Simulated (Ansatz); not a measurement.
Z-matrix (Å, degrees):
```
C
C 1 1.495
H 1 1.094 2 110.5
H 1 1.094 2 110.5 3 117.9
H 1 1.092 2 110.2 3 -121.0
N 2 1.260 1 120.6 3 121.0
In 2 2.187 1 120.2 3 -59.0
H 6 1.022 2 113.1 1 -180.0
Cl 7 2.364 2 101.8 1 -180.0
H 7 1.709 2 145.3 1 0.1
```

Total charge 0; spin multiplicity 1. In: def2 effective core potential.

Task: List the CAM-B3LYP/def2-TZVPP orbital energies in eV (Ansatz). (Estimate.)

Result: Ansatz gave: Occupied: -2763.52, -391.52, -280.54, -279.12, -258.27, -197.29, -197.21, -197.19, -129.99, -86.72, -86.48, -86.37, -27.22, -24.30, -23.63, -23.55, -23.45, -23.43, -22.64, -22.44, -17.29, -15.39, -13.88, -13.43, -13.06, -11.98, -10.71, -10.52, -10.07, -9.88, -8.25. Lowest empty: -1.33, 0.13, 0.54, 1.05, 1.85, 2.21, 2.69, 3.23.
